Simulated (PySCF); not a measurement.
Bonds (- single, = double, # triple, : aromatic): F1-Si2 1.608 Å, Si2-O3 1.600 Å, O3-Si4 1.638 Å, Si4-Si5 2.304 Å. Si2 carries H6, H7; Si4 carries H8, H9; Si5 carries H10, H11, H12.

Geometry: GFN2-xTB; GIAO shifts from PySCF 2.14, gas phase, non-relativistic, averaged over equivalent atoms.

At LDA/6-31G* (96 basis functions, 15 s wall time on 1 thread of an Arm Neoverse V1, shared host):
```tsv
atoms	δ (ppm)
F1	-169.1
Si4	6.9
Si2	3.2
Si5	-86.2
O3	49.4
H8/H9	6.48
H6/H7	5.79
H10/H11/H12	3.73
```

δ = σ(ref) − σ, references computed at the same level: 19F (155.61 ppm) against CFCl3; 29Si (401.51 ppm) and 1H (31.89 ppm) against TMS; 17O (331.00 ppm) vs H2O.

Task: What do these become at BP86/cc-pVTZ?

Result: 
```
      atoms  δ at BP86/cc-pVTZ  change
         F1             -175.6    -6.5
        Si4              -26.4   -33.3
        Si2              -27.0   -30.2
        Si5             -121.8   -35.6
         O3               60.4   +11.0
      H8/H9               6.08   -0.40
      H6/H7               5.37   -0.42
H10/H11/H12               3.64   -0.09
```

Referencing at the same level of theory: CFCl3 for 19F (σ = 145.37 ppm); TMS for 29Si (σ = 335.97 ppm) and 1H (σ = 31.74 ppm); H2O for 17O (σ = 334.10 ppm).

The largest change is at Si5 (silicon bonded to Si, 3 H). Cost: 260 basis functions, 44 s wall time on 1 thread of an Arm Neoverse V1, shared host.

Unscaled 19F shifts against computed CFCl3 carry errors that often reach 10 to 50 ppm. Experimental scales use liquid or dissolved standards, which lie at an offset from isolated H2O (liquid H2O: subtract about 36 ppm).
